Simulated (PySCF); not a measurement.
ClZn (SMILES [Cl][Zn]), doublet, at a GFN2-xTB geometry (such geometries of metal compounds can be far from the true shape) (the spin is typed, not shown lowest). Base run: B3LYP/cc-pVDZ (PySCF).

Input for PySCF:
```python
from pyscf import gto, scf, dft

mol = gto.M(
    atom='''
Zn   -0.00000000   -0.00000000   -0.79897282
Cl    0.00000000    0.00000000    1.40995204
''',
    basis='cc-pvdz',
    spin=1,
    verbose=4,
)

mf = dft.UKS(mol)
mf.xc = 'b3lyp'
mf.kernel()
mo_i, mo_e, stable_i, stable_e = mf.stability(internal=True, external=False, return_status=True, nroots=6, tol=1e-6)
print('internally stable:', stable_i, ' externally stable:', stable_e)
if not stable_i:
    umf = mf.copy()
    umf.scf_summary = {}
    umf.kernel(umf.make_rdm1(mo_i, mf.mo_occ))
```

The bond that is stretched is that between atoms 2 and 1. A test that says stable can miss a lower solution.

Variants of this job, named by their change:

```tsv
change	ΔE vs base (mEh)	<S^2>	stability test says	outcome
base	0.000	0.752	internally stable (external not tested)	converged
bond × 1.25	28.126	0.757	internally stable (external not tested)	converged
bond × 1.5	52.580	0.758	internally stable (external not tested)	converged
bond × 1.8	65.494	0.754	internally stable (external not tested)	converged
bond × 2.2	-	-	-	not converged
bond × 3.0	-	-	-	not converged
```

On stretching, the SCF can end on different states; <S^2> shows the spin contamination of each.
